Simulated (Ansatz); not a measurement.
A CCSD(T) single point on C2H6BClSi.

```yaml
crystal:
  periodic: [false, false, false]
  atoms:
    - {symbol: B, position_ang: [-0.779865, 0.133900, -0.546272]}
    - {symbol: Si, position_ang: [-0.131586, -0.054725, 1.435815]}
    - {symbol: C, position_ang: [0.787702, 0.354693, -0.030017]}
    - {symbol: C, position_ang: [0.519403, -0.554986, -1.161278]}
    - {symbol: Cl, position_ang: [1.621643, 1.868213, -0.232837]}
    - {symbol: H, position_ang: [-1.496079, 0.974395, -0.981954]}
    - {symbol: H, position_ang: [-1.368679, -0.650264, 0.273112]}
    - {symbol: H, position_ang: [-0.169357, -1.391426, 2.071585]}
    - {symbol: H, position_ang: [-0.466781, 1.046118, 2.359420]}
    - {symbol: H, position_ang: [0.824167, -0.169336, -2.129423]}
    - {symbol: H, position_ang: [0.724731, -1.613582, -1.037551]}
basis:
  gaussian: {orbitals: def2-TZVPP}
correlation: {method: ccsd_t}
```

```sh
$ ansatz run in.yaml --threads 4 --pin off --events-out ev --progress --plain --max-ram 10444MiB
```

Log, shortened:

```
Functional definition: HF
1519 factors; integrals over basis functions are off by at most 1.2e-3 eV
mean field evaluation 1: about -23188.5990 eV, gradient 3.5e1 eV
mean field evaluation 2: about -23188.9346 eV, gradient 3.5e1 eV
mean field evaluation 4: about -23192.6302 eV, gradient 5.1e0 eV
mean field evaluation 8: about -23192.7226 eV, gradient 3.9e-1 eV
mean field evaluation 16: about -23192.7235 eV, gradient 2.3e-6 eV
mean field -23192.72352137 eV, -852.3168688177 hartree, gradient 2.3e-6 eV, S^2 0.000000; 0 other end points of the search recorded, 0 dependent functions left out
13 core orbitals not correlated: weight in the atoms' cores, before any rotation towards them, 1.000 or more for the frozen orbitals, at most 0.000 for the correlated occupied ones
reference -23192.72352137 eV, -852.3168688177 hartree; 14, 14 occupied and 234, 234 virtual orbitals, 1519 factors
second order -20.96872345 eV of doubles, -0.00000000 eV of singles
cycle   1  -21.62192000 eV  change   -6.5e-1 eV  update   1.0e-1
cycle   2  -22.20878278 eV  change   -5.9e-1 eV  update   3.0e-2
cycle   3  -22.31121520 eV  change   -1.0e-1 eV  update   1.5e-2
cycle   4  -22.30115003 eV  change    1.0e-2 eV  update   4.4e-3
cycle   5  -22.30077272 eV  change    3.8e-4 eV  update   2.6e-3
cycle   6  -22.30086491 eV  change   -9.2e-5 eV  update   9.4e-4
cycle   7  -22.30064138 eV  change    2.2e-4 eV  update   4.0e-4
cycle   8  -22.30072772 eV  change   -8.6e-5 eV  update   1.1e-4
cycle   9  -22.30075628 eV  change   -2.9e-5 eV  update   4.1e-5
cycle  10  -22.30073944 eV  change    1.7e-5 eV  update   1.5e-5
perturbative correction -1.05258685 eV, -0.0386818533 hartree
Total energy: -23216.07684766 eV, -853.1750877294 hartree
```

Hardware: 4 threads of an Intel Xeon 6975P-C on a shared host. Wall time 38 s, peak host memory 6.5 GiB.

MP2 recovers 89.8 % of the CCSD(T) correlation energy and the triples give 4.5 %; T1 = 0.0122.
